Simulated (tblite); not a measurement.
Compound: C5HF4OS (doublet state).
Numbering: `[F:1][c:2]1[o:3][c:4][cH:5][c:6]1[S:7][C:8]([F:9])([F:10])[F:11]` (hydrogens: H12 on C5)
Bond orders are those of one Lewis drawing.

Computed with GFN2-xTB (tblite), gas phase: L-BFGS steps from a force-field or distance-geometry start until the largest atomic force falls under 0.01 eV/Å.

Step 67: E = -1015.6092 eV
```
atom  x, y, z in Å  |  force x, y, z in eV/Å
F1      0.3637   -1.3511    1.8042    0.042   0.016  -0.062
C2      0.9836   -0.6190    0.8987   -0.025  -0.021   0.013
O3      2.2052   -0.9917    0.5141    0.018   0.006   0.016
C4      2.5795   -0.1332   -0.4343    0.001   0.011   0.045
C5      1.6754    0.8383   -0.6524   -0.038  -0.019  -0.021
C6      0.5739    0.4917    0.2137    0.000   0.027   0.025
S7     -0.9514    1.3381    0.2913   -0.008   0.001  -0.025
C8     -2.0666   -0.0464   -0.2353   -0.013  -0.014   0.036
F9     -3.1192    0.4343   -0.8839    0.047  -0.008   0.045
F10    -2.5069   -0.7241    0.8210   -0.011  -0.009  -0.077
F11    -1.4409   -0.9036   -1.0369   -0.021   0.045   0.027
H12     1.7049    1.6661   -1.3262    0.008  -0.033  -0.022
```

Step 68: E = -1015.6105 eV
```
atom  x, y, z in Å  |  force x, y, z in eV/Å
F1      0.3968   -1.3435    1.8404    0.046   0.025  -0.077
C2      0.9982   -0.6186    0.9165   -0.016  -0.013   0.021
O3      2.2176   -0.9860    0.5205    0.030  -0.008   0.003
C4      2.5757   -0.1347   -0.4412   -0.020   0.005   0.071
C5      1.6618    0.8276   -0.6582   -0.048  -0.038  -0.023
C6      0.5734    0.4829    0.2259   -0.004   0.028   0.025
S7     -0.9512    1.3280    0.3225   -0.027  -0.008  -0.052
C8     -2.0695   -0.0398   -0.2470   -0.004  -0.017   0.053
F9     -3.1170    0.4575   -0.8918    0.059  -0.005   0.062
F10    -2.5168   -0.7382    0.7935   -0.014  -0.007  -0.100
F11    -1.4425   -0.8819   -1.0638   -0.014   0.054   0.042
H12     1.6747    1.6460   -1.3433    0.013  -0.017  -0.024
```

Question: Estimate the geometry and energy of step 69. (The exact step hangs on the optimiser's Hessian estimate; all steps are aligned on step 68, rigid shifts and turns removed.)

Answer: E = -1015.6124 eV, largest force 0.111 eV/Å
```
atom  x, y, z in Å  |  force x, y, z in eV/Å
F1      0.4378   -1.3365    1.8806    0.032   0.027  -0.066
C2      1.0160   -0.6175    0.9383    0.001   0.006   0.022
O3      2.2336   -0.9774    0.5303    0.034  -0.016  -0.013
C4      2.5709   -0.1349   -0.4465   -0.036   0.005   0.072
C5      1.6430    0.8132   -0.6661   -0.044  -0.055  -0.015
C6      0.5720    0.4723    0.2413   -0.006   0.018   0.016
S7     -0.9519    1.3154    0.3613   -0.043  -0.019  -0.078
C8     -2.0721   -0.0307   -0.2600    0.007  -0.023   0.059
F9     -3.1123    0.4864   -0.9006    0.055   0.007   0.077
F10    -2.5290   -0.7559    0.7581   -0.020  -0.005  -0.109
F11    -1.4425   -0.8524   -1.0952    0.004   0.054   0.052
H12     1.6361    1.6174   -1.3674    0.016   0.000  -0.017
```

The energy changes by -0.0018 eV. The first-order estimate −F·Δx gives -0.0025 eV and the mean of the old and new forces, exact on a quadratic surface, -0.0019 eV. The step makes an angle of 85° with the force vector and moves no atom by more than 0.058 Å.

What follows is the cost of the whole relaxation. Time: 0.77 s wall. Hardware: one thread of an AMD EPYC 9R45 (shared host).
